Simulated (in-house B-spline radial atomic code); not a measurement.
A fraction x of an electron is removed from 2p in S⁴⁺, starting from [Ne] 3s2 and keeping the highest spin. Computed with a radial B-spline atomic code at the basis-set limit: non-relativistic Hartree-Fock with fractional occupations, spin-polarised, spherical fractional occupations, point nucleus.

Caution: exact exchange at fractional occupations of open shells leaves self-interaction of up to several eV.

```csv
x,E(x) - E(0) (eV),2p down level (eV)
0,0.0000,-241.150
0.09,21.8060,-243.429
0.14,34.0092,-244.701
0.3,?,?
0.45,111.0989,-252.677
0.5,123.7652,-253.977
0.6,149.2934,-256.589
0.72,180.2732,-259.744
0.84,211.6330,-262.921
0.98,?,?
1,254.0414,-267.191
```

**Question.** What belongs in the row x = 0.3?

**Answer.** An energy change of 73.4887 eV; 2p down at -248.799 eV.

**Question.** What belongs in the row x = 0.98?

**Answer.** An energy change of 248.7030 eV; 2p down at -266.655 eV.

**Question.** Check Janak's theorem between x = 0.09 and 0.14.

**Answer.** The slope of the energy is 244.06 eV; the orbital levels give 244.06 eV (-ε of the emptying orbital, averaged over the two points).
